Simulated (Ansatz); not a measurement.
Computed with Ansatz on PBE0-D4/def2-TZVP structures; ΔE is electronic, products minus reactants. CCSD(T)/CBS is the MP2 limit (def2-TZVPP, def2-QZVPP) plus CCSD(T) − MP2 in def2-TZVPP, frozen cores. Functionals use def2-TZVPP. One conformer a species, not always the lowest.

Reaction (ligand exchange at the Al–C bond): `CSC#[C][AlH2]` + `NCS` → `[AlH2][NH]CS` + `C#CSC`

```json
{"level": "PBE0-D4", "ΔE (kcal/mol)": "-6.7"}
{"level": "HF/CBS(def2)", "ΔE (kcal/mol)": "-6.2"}
```

(1) What does CCSD(T)/CBS give? (Estimate.)

Largest T1 diagnostic among the species: 0.013.

Results:

(1) The calculation gave: -7.6 kcal/mol. The listed levels differ from it by 0.9, 1.4 kcal/mol.

The D4 term adds −0.8 kcal/mol with B3LYP and −0.4 kcal/mol with PBE0; it sums over pairs of atoms, weighted by their polarisabilities, and B3LYP, whose exchange is more repulsive, gets the larger term. In def2-TZVPP, CCSD(T) changes the Hartree–Fock value by −1.6 kcal/mol (the triples alone add +0.1 kcal/mol) and MP2 by −1.8 kcal/mol.

B3LYP here is the variant with VWN-RPA as its local correlation; programs differ in this.
